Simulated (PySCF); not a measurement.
## Two-component Hartree-Fock for Cl(4+) (chlorine, charge +4)

Start: [Ne] 3s2 3p1; 3p1/2 filled at m_j = +1/2. Calculated with PySCF 2.14 in x2c-TZVPPall-2c: generalised Hartree-Fock with the X2C-1e Hamiltonian and a Gaussian nucleus; one run each with spin-orbit coupling (SO) switched off, then screened by Boettger's factors.

| spinor shell | electrons | ε, spin-free (eV) | ε, screened SO (eV) | weight of nominal j (screened SO) | rms radius, screened SO (bohr) |
| --- | --- | --- | --- | --- | --- |
| 1s1/2 | 2 | -2930.9 | -2930.8 | 1.000 | 0.105 |
| 2s1/2 | 2 | -354.31 | -354.27 | 1.000 | 0.476 |
| 2p1/2 | 2 | -283.40 | -285.05 | 0.991 | 0.447 |
| 3s1/2 | 2 | -80.088 | -80.073 | 0.996 | 1.46 |
| 3p1/2 | 1 | -67.475 | -67.593 | 0.952 | 1.56 |

(1) Where does 2p3/2 lie, and what is the 2p spin-orbit splitting (screened SO)?

```
   quantity   spin-free  screened SO
E (hartree)  -456.26960   -456.27499
        M_J         1/2          1/2
       ⟨J²⟩       1.052        0.909
       ⟨L²⟩       2.044        2.044
       ⟨S²⟩       0.765        0.765
```

Each row is a mean over spinors that exchange with the open shell spreads, by up to 1.709 eV (2p1/2).

⟨J²⟩ departs a little from M_J(M_J + 1) because the unrestricted spinors polarise the closed shells.

Without spin-orbit coupling the j labels of p, d and f shells carry no meaning; the spin-free column gives the mean over the occupied spinors of each nl shell, and its ⟨J²⟩ belongs to a mixture of degenerate components.

Results:

(1) At -282.54 eV, 2.517 eV above 2p1/2.
